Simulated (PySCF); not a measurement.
All values below come from PBE-D3(BJ)/def2-TZVP // PBE0-D4/def2-SVP run with PySCF. Isolated molecules, 0 K electronic values unless said otherwise. One relaxed conformer stands for a flexible species; it need not be the lowest. Excitations are Tamm–Dancoff values on a coarser integration grid. The basis has no diffuse functions, so Rydberg states are missing or too high.

Reference species: [In(H)3(H2O)] (neutral, multiplicity 1).

| Quantity | Value |
|---|---|
| S1 excitation (TDA) | 4.72 eV |
| S1 oscillator strength | 0.003 |
| HOMO–LUMO gap | 4.64 eV |
| LUMO | -1.71 eV |

After one change: the S1 excitation (TDA) goes up by 0.21 eV; the S1 oscillator strength stays essentially unchanged; the HOMO–LUMO gap rises by 0.20 eV; the LUMO rises by 0.30 eV.

Task: Name the change that produced these shifts. The new species is one of these.
A. [In(H)3(CH3OH)]
B. [In(H)3(S(CH3)2)]
C. [In(H)3(N(CH3)3)]
D. [In(H)3(pyridine)]

Result: A, [In(H)3(CH3OH)]
